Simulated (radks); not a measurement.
Task: The mean radii <r> (bohr) of the occupied orbitals of an atom or ion are listed with their occupations. Method: scalar-relativistic Kohn-Sham, PBE, spin-polarised, spherical densities, finite nucleus; Fermi nuclear charge, rms radius of each element as measured or else 0.836 A^(1/3) + 0.57 fm; computed with a radial shooting solver on a logarithmic mesh with Libxc functionals.

| orbital | occ. | <r> |
|---|---|---|
| 1s up | 1 | 0.02224 |
| 1s down | 1 | 0.02224 |
| 2s up | 1 | 0.09094 |
| 2s down | 1 | 0.09104 |
| 2p up | 1 | 0.07924 |

Name the element and its charge. Open shells, if any, are filled with parallel spins first.

Result: Z = 63, europium, charge +58: Eu58+ in [He] 2s2 2p1. The 1s radius gives Z: for a bare nucleus <r> = (2 gamma + 1)/(2Z) with gamma = sqrt(1 - (Z/c)^2), 0.02203 bohr for Z = 63, and screening makes it slightly larger (0.02224 here). The occupations add up to 5, and the charge is Z minus that.
